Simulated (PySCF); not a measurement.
## Calculated properties of `O=CO[C@H]1C[C@@H]([SiH2]O[SiH3])C1`

Compound: C₅H₁₂O₃Si₂.
Numbering: `[O:1]=[CH:2][O:3][C@H:4]1[CH2:5][C@@H:6]([SiH2:7][O:8][SiH3:9])[CH2:10]1` (hydrogens: H11 on C2; H12 on C4; H13, H14 on C5; H15 on C6; H16, H17 on Si7; H18, H19, H20 on Si9; H21, H22 on C10)

Some functional groups and rings: ester, Si–H bond, siloxane link, C–Si bond and cyclobutane ring.

From GFN2-xTB geometry:

```yaml
Point_group_of_the_GFN2-xTB_geometry: C1
Rotational_constants_A_B_C_of_the_GFN2-xTB_geometry: 1.517, 0.546, 0.434 GHz
```

From PBE0/pcSseg-1 ground state and GIAO shieldings, non-relativistic (PySCF):

```yaml
Dipole_moment: 1.48 D
HOMO_energy: -7.96 eV
LUMO_energy: 0.15 eV
HOMO–LUMO_gap: 8.11 eV
Lowest_Hirshfeld_atomic_charge: -0.30 e on O8
Highest_Hirshfeld_atomic_charge: +0.40 e on Si7
13C_chemical_shifts_computed_TMS_as_zero_by_class: 163.6 (C2), 64.5 (C4), 31.6 (C5/C10), 13.2 (C6) ppm
1H_chemical_shifts_computed_TMS_as_zero_by_class: 8.04 (H11), 6.27 (H12), 5.44 (H18/H19/H20), 5.02 (H16/H17), 2.62 (H14/H21), 2.43 (H13/H22), 1.29 (H15) ppm
Isotropic_shieldings_of_nuclei_other_than_C_and_H_by_class: -96 (O1), 87 (O3), 340 (O8), 377 (Si7), 391 (Si9) ppm
Mayer_bond_orders_between_heavy_atoms: O1–C2 1.95, C2–O3 1.15, O3–C4 0.78, C4–C5 1.03, C5–C6 1.01, C6–Si7 0.85, Si7–O8 0.94, O8–Si9 0.91, C6–C10 1.02, C10–C4 1.03
```

Monoisotopic mass from the formula: 176.0325 u.

 With B = h/(8π²I), that is 505.379 GHz u Å² over I, the principal moments of inertia are 333.1, 924.9 and 1164.3 u Å² (most abundant isotopes). The rotational constants make it an asymmetric top with κ = (2B − A − C)/(A − C) = -0.79, nearer the prolate limit (−1). The dipole equals about 4.9 × 10⁻³⁰ C·m (1 D = 3.33564 × 10⁻³⁰ C·m).

Geometry: GFN2-xTB, one conformer, isolated molecule. GFN2-xTB frequencies show an imaginary mode (41i cm⁻¹), so this geometry is no minimum at that level. NMR classes are plain means over equivalent atoms (diastereotopic ones count apart unless rotation or inversion swaps them), as if these changed places fast; in this geometry the members of some classes differ.

The values belong to the conformer `[O:1]=[CH:2][O:3][C@H:4]1[CH2:5][C@@H:6]([SiH2:7][O:8][SiH3:9])[CH2:10]1`: O1–C2–O3–C4 0°, C2–O3–C4–C5 138°, C5–C6–Si7–O8 53°.
